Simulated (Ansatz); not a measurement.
Reaction (hydrogenolysis of a C–Cl bond): `O[SiH]1N=C1Cl` + H₂ → `O[SiH]1C=N1` + HCl

Isolated molecules relaxed with PBE0-D4/def2-TZVP in Ansatz; ΔE leaves out vibrations. CCSD(T)/CBS is the MP2 limit (def2-TZVPP, def2-QZVPP) plus CCSD(T) − MP2 in def2-TZVPP, frozen cores. This one scheme is used for every species. DFT in def2-TZVPP. Each species was taken in one conformer, which may not be the lowest.

```json
{"level": "PBE-D4", "ΔE (kcal/mol)": "-7.1"}
{"level": "r2SCAN-D4", "ΔE (kcal/mol)": "-8.2"}
{"level": "revPBE", "ΔE (kcal/mol)": "-8.5"}
{"level": "MP2/def2-SVP", "ΔE (kcal/mol)": "-11.1"}
{"level": "CCSD(T)/def2-SVP", "ΔE (kcal/mol)": "-13.2"}
{"level": "HF/def2-TZVPP", "ΔE (kcal/mol)": "-17.5"}
{"level": "CCSD/def2-TZVPP", "ΔE (kcal/mol)": "-13.9"}
{"level": "MP2/def2-QZVPP", "ΔE (kcal/mol)": "-9.7"}
```

(1) What does CCSD(T)/CBS give? (Best estimate.)

Largest T1 diagnostic among the species: 0.014.

## Answers

(1) Computed: -11.8 kcal/mol. The listed levels differ from it by 4.7, 3.6, 3.3, 0.7, -1.4, -5.7, -2.1, 2.1 kcal/mol.

At CCSD(T), def2-SVP lies −1.3 kcal/mol from the extrapolated value and def2-TZVPP −0.3 kcal/mol. The D4 term adds +1.7 kcal/mol with B3LYP and +0.9 kcal/mol with PBE0; it sums over pairs of atoms, weighted by their polarisabilities, and B3LYP, whose exchange is more repulsive, gets the larger term.

B3LYP here is the variant with VWN-RPA as its local correlation; programs differ in this.
